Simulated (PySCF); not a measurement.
C4H6ClF, SMILES C/C(F)=C(\C)Cl. Heavy atoms are numbered as in [CH3:1]/[C:2]([F:3])=[C:4](\[CH3:5])[Cl:6]. Hydrogens are named by the atom that carries them.

Coordinates come from a PBE-D3(BJ)/def2-SVP optimisation.

These are PySCF with PBE/pcSseg-1 values and carry that method's errors.

GIAO shieldings, no solvent; atoms alike by connectivity are averaged. δ = σ(ref) − σ: ¹³C against TMS (σ = 182.0 ppm); ¹⁹F against CFCl3 (σ = 133.6 ppm); ³⁵Cl against HCl (σ = 936.5 ppm); ¹H against TMS (σ = 31.49 ppm), references at their B3LYP-D3(BJ)/def2-TZVP geometries, non-relativistic (without spin–orbit terms, shifts of atoms bonded to Cl or Br come out too high).

Problem. Estimate the chemical shifts. (Estimate from the structure and the level; the computed values follow.)

Solution. 
```csv
nucleus,atoms,count,δ (ppm)
¹³C,C2,1,163.6
¹³C,C4,1,124.1
¹³C,C5 (CH3),1,26.6
¹³C,C1 (CH3),1,20.5
¹⁹F,F3,1,-108.5
³⁵Cl,Cl6,1,231.1
¹H,H on C1,3,2.54
¹H,H on C5,3,2.50
```
